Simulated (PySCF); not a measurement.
**Electron correlation in Sb (antimony, neutral)**

[Kr] 4d10 5s2 5p2 5d1, one real determinant (an excited configuration). Computed with PySCF 2.14 in aug-cc-pVQZ-PP with ECP28MDF (7s7p5d3f2g, 92 functions), with scalar relativity through the core potential. Frozen: 4s2 4p6 4d10; 5 electrons correlated.

```csv
level,correlation energy (mhartree)
CCSD,-82.29
(T),-10.38
CCSD(T),-92.67
```

Diagnostics: T1 = 0.050, D1 = 0.1574, largest double amplitude 0.541.

The real determinant used has ⟨L²⟩ near 8 against 12 for a pure F term, so it mixes terms. The outer electron is Rydberg-like, and this basis confines it to a smaller radius and binds it less than a complete one would. T1 exceeds 0.03, a sign that the reference determinant is poor. A double-excitation amplitude exceeds 0.15, a sign of near-degeneracy.

Cost of the coupled-cluster step: roughly 26 core-seconds, for 5 correlated electrons.

Iterations:

```
CC2 = 0
CCSD nocc = (np.int64(4), np.int64(1)), nmo = (83, 83)
frozen orbitals [[0, 1, 2, 3, 4, 5, 6, 7, 8], [0, 1, 2, 3, 4, 5, 6, 7, 8]]
max_cycle = 100
direct = 0
conv_tol = 1e-08
conv_tol_normt = 1e-06
diis_space = 8
diis_start_cycle = 0
Init t2, MP2 energy = -0.0618042087629529
Init E_corr(UCCSD) = -0.0618042087714614
cycle = 1  E_corr(UCCSD) = -0.0713027264469878  dE = -0.00949851768  norm(t1,t2) = 0.0669971
cycle = 2  E_corr(UCCSD) = -0.0743504461931265  dE = -0.00304771975  norm(t1,t2) = 0.0419632
cycle = 3  E_corr(UCCSD) = -0.0775896518749422  dE = -0.00323920568  norm(t1,t2) = 0.0337756
cycle = 4  E_corr(UCCSD) = -0.0775815906873424  dE = 8.0611876e-06  norm(t1,t2) = 0.0311728
cycle = 5  E_corr(UCCSD) = -0.0780335507524084  dE = -0.000451960065  norm(t1,t2) = 0.0290581
cycle = 6  E_corr(UCCSD) = -0.0796030417086778  dE = -0.00156949096  norm(t1,t2) = 0.0193701
cycle = 7  E_corr(UCCSD) = -0.0800134990351328  dE = -0.000410457326  norm(t1,t2) = 0.0144803
cycle = 8  E_corr(UCCSD) = -0.0807906994832938  dE = -0.000777200448  norm(t1,t2) = 0.0122132
cycle = 9  E_corr(UCCSD) = -0.0821647656935092  dE = -0.00137406621  norm(t1,t2) = 0.00927437
cycle = 10  E_corr(UCCSD) = -0.0820872621642373  dE = 7.75035293e-05  norm(t1,t2) = 0.00450144
cycle = 11  E_corr(UCCSD) = -0.08236014633498  dE = -0.000272884171  norm(t1,t2) = 0.00171918
cycle = 12  E_corr(UCCSD) = -0.0822596643988771  dE = 0.000100481936  norm(t1,t2) = 0.000562886
cycle = 13  E_corr(UCCSD) = -0.0822898123760258  dE = -3.01479771e-05  norm(t1,t2) = 0.000212818
cycle = 14  E_corr(UCCSD) = -0.0822850859329834  dE = 4.72644304e-06  norm(t1,t2) = 4.75219e-05
cycle = 15  E_corr(UCCSD) = -0.0822879797836116  dE = -2.89385063e-06  norm(t1,t2) = 2.31632e-05
cycle = 16  E_corr(UCCSD) = -0.0822865135428355  dE = 1.46624078e-06  norm(t1,t2) = 1.3751e-05
cycle = 17  E_corr(UCCSD) = -0.0822864818176279  dE = 3.17252076e-08  norm(t1,t2) = 1.59354e-06
cycle = 18  E_corr(UCCSD) = -0.0822864979584669  dE = -1.61408391e-08  norm(t1,t2) = 5.8734e-07
cycle = 19  E_corr(UCCSD) = -0.0822864969418334  dE = 1.0166335e-09  norm(t1,t2) = 2.1103e-07
UCCSD converged
E(UCCSD) = -239.0977395522656  E_corr = -0.08228649694183345
UCCSD(T) correction = -0.0103775411160733
```

The reference is one real determinant that mixes LS terms of this configuration.
